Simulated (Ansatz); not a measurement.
Mulliken charges of ClFGeH₃In (`[F][In]([Cl])[GeH3]`) from B3LYP/def2-TZVPP in Ansatz (PBE0-D4/def2-TZVP geometry).

```tsv
atom	x (Å)	y (Å)	z (Å)	charge (e)
F1	-0.120	-2.370	1.649	-0.483
In2	0.698	-0.864	0.722	0.815
Cl3	2.986	-0.914	1.112	-0.369
Ge4	-0.690	0.805	-0.671	-0.047
H5	-1.212	0.068	-1.911	0.026
H6	-1.864	1.296	0.183	0.028
H7	0.203	1.978	-1.084	0.030
```

Problem. By hand: the dipole of these point charges (1 e Å = 4.8032 D).

Solution. Σ q r = (-0.520, 0.837, -0.664) e Å, of length 1.188 e Å = 5.71 D.

Problem. How does the dipole of the full density compare? (Estimate.)

Solution. The calculation gave: (-0.389, 0.637, -0.505) e Å, 4.33 D; the point charges give 1.32 times that, at 0° from its direction.

Point charges leave out the atoms' own dipoles, such as those of lone pairs, and Mulliken's split depends on the basis, so the two needn't agree.

B3LYP here is the variant with VWN-RPA as its local correlation; programs differ in this.
